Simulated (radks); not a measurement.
Task: All-electron atom: Ir22+ in [Kr] 4d10 4f9. All-electron calculation, scalar-relativistic Kohn-Sham, PBE, spin-unpolarised, spherical densities, point nucleus. Program: a radial shooting solver on a logarithmic mesh with Libxc functionals. Some entries of the table are withheld. Estimate them.

orbital  occ.  eigenvalue (eV)  <r> (bohr)  <1/r> (bohr^-1)
1s          2        -76754.36     0.01743            92.25
2s          2        -13931.34     0.07359            21.60
2p          6        -12181.71     0.06624            19.36
3s          2              (1)      0.1902              (2)
3p          6        -3212.141      0.1910            7.348
3d         10              (3)      0.1730            6.926
4s          2        -1245.153         (4)            3.499
4p          6        -1072.829      0.4374            3.195
4d         10        -862.4582      0.4538              (5)
4f          9        -629.2151      0.4565            2.598

Result: 
(1) 3s eigenvalue (eV): -3723.891
(2) 3s <1/r> (bohr^-1): 8.015
(3) 3d eigenvalue (eV): -2650.339
(4) 4s <r> (bohr): 0.4148
(5) 4d <1/r> (bohr^-1): 2.908
